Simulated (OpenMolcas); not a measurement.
Co3+ among 6 point charges of -1.43 e arranged as a tetragonal octahedron (D4h), 1.99 Å from the ion, with the axial distance 2.129 Å.

```yaml
Program: OpenMolcas
Method: "SS-CASPT2, IPEA 0.25 Eh, imaginary shift 0.1 Eh (closed shells correlated: 3s 3p)"
Basis: ANO-RCC-VDZP [5s4p2d1f]
Scalar_Hamiltonian: DKH2, point nucleus
Active_space: 6 electrons in 5 orbitals (3d)
State_averaging: 2S+1 = 5 even, 5 roots; 2S+1 = 3 even, 45 roots; 2S+1 = 1 even, 50 roots
Spin-orbit_coupling: state interaction with AMFI integrals over the reference wave functions
```

(1) What is the spin-free ground state (labels of D4, the rotations of D4h)?

(2) Where is the first state of the same spin?

(3) What are the lowest two levels with spin-orbit coupling?

(4) What is χT at 300 K, and how does it compare with the textbook value?

Answers

(1) 5E, 2-fold in its orbital part, 100 % from free-ion D terms; it has the highest spin that d6 allows.

(2) 5B2 at 993 cm-1 above the ground state.

(3) A 2-fold level E with g = 0.00, 0.00, 9.56, then a 1-fold level B2 39 cm-1 above it. Their leading multiplicities are 5 (100 %) and 5 (100 %).

(4) The lowest level has 2S+1 = 5, for which the spin-only value is χT = S(S+1) / 2 = 3.000 cm3 K/mol (g = 2). The computed 4.385 at 300 K differs by +1.385, through orbital momentum, spin-orbit coupling and any other state in reach.

An orbital doublet at a regular site is open to a Jahn-Teller distortion, which this geometry leaves out. Point charges give a weaker field than real ligands, and real ions of this kind are often low spin; the high spin found here belongs to the model. The ground term spreads over less than 5000 cm-1, several times less than with real ligands, so orbital moments are less quenched and χT lies further from the spin-only value than at real sites. Free-ion shares, where given, are those of the reference states; single-state CASPT2 does not remix them. This is an electrostatic model: the charges have no orbitals. No measured value stands beside these numbers.

With an even number of electrons the g values are those of a degenerate or nearly degenerate non-Kramers pair.
